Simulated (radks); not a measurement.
Spherical quantum dot in the effective-mass picture: electrons in a parabolic well V = omega^2 r^2 / 2 with omega = 0.0684, with a point charge +1 (a donor) at the centre, all in effective atomic units (hartree* = m*/eps^2 hartree, bohr* = eps/m* bohr), one dielectric constant everywhere. Method: non-relativistic Kohn-Sham, PBE, spin-polarised, spherical densities; computed with a radial shooting solver with Libxc functionals. Levels are named by radial order and angular momentum (1s, 1p, 1d, 2s, ...), and open shells are averaged over m. At N = 28 the configuration is 1s2 1p6 1d10 2s2 1f(up 7, down 1). Does electron 29 go into 1f down or 2p down or 1g up?

Answer. Into 1f down. The total energies of the other choices lie higher by 0.00861 hartree* (1g up), 0.0117 hartree* (2p down).
